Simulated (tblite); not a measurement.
Start geometry of `NC(=O)C1=C[Si@@H](N[SiH3])C=C1` from a force field or distance geometry (Å):
```
atom  x, y, z in Å
N1     3.239    1.307   -1.040
C2     2.943   -0.009   -0.621
O3     3.875   -0.861   -0.644
C4     1.574   -0.346   -0.144
C5     0.646    0.583   -0.115
Si6   -0.911   -0.223    0.525
N7    -2.204   -0.267   -0.680
Si8   -3.541    0.857   -0.214
C9    -0.021   -1.839    0.706
C10    1.207   -1.643    0.310
H11    2.710    1.795   -1.806
H12    4.014    1.818   -0.539
H13    0.658    1.613   -0.387
H14   -1.296    0.325    1.808
H15   -2.607   -1.235   -0.784
H16   -3.462    1.208    1.224
H17   -3.491    2.056   -1.031
H18   -4.809    0.121   -0.394
H19   -0.460   -2.751    1.075
H20    1.931   -2.499    0.338
```

Task: What comes out of this run: GFN2-xTB geometry optimisation, gas phase in tblite?

Result: 
```
atom  x, y, z in Å
N1     3.054    1.159   -1.298
C2     2.963    0.077   -0.482
O3     3.941   -0.560   -0.148
C4     1.583   -0.259   -0.037
C5     0.579    0.612    0.161
Si6   -0.932   -0.323    0.817
N7    -2.348   -0.306   -0.178
Si8   -3.564    0.924   -0.296
C9     0.042   -1.930    0.678
C10    1.284   -1.660    0.269
H11    2.241    1.659   -1.608
H12    3.961    1.439   -1.630
H13    0.693    1.673    0.007
H14   -1.296    0.086    2.171
H15   -2.338   -0.969   -0.936
H16   -3.872    1.331    1.072
H17   -3.097    2.081   -1.069
H18   -4.698    0.294   -0.971
H19   -0.274   -2.928    0.927
H20    2.072   -2.388    0.140
```

The energy falls by 141.5 kJ/mol over 126 L-BFGS steps, the largest force on an atom goes from 3.37 to 0.008 eV/Å, and the atoms move by 0.448 Å rms after alignment. The bond that changes most is N7–Si8 (nitrogen bridging silicon atoms to SiH3 silicon), which shortens by 0.073 Å. Bonds longer at the end by more than 0.005 Å: 8 of 20; shorter: 10. Among the angles that change most is Si6–N7–Si8, from 110.5° to 128.3°. Among the dihedrals that turn most is H12–N1–C2–C4, from 122° to 180°. Rotational constants go from 2419, 455.8, 400.3 to 2290, 453.7, 395.6 MHz. The orientation of the end geometry is arbitrary; only internal coordinates are fixed.

Its GFN2-xTB frequencies are all real (lowest 23 cm⁻¹). One conformer, not necessarily the lowest. 3 starts were optimised and ended at 0.00, 0.02 and 0.37 kcal/mol (GFN2-xTB); the lowest of these is shown.

The numbers are calculated, not measured.
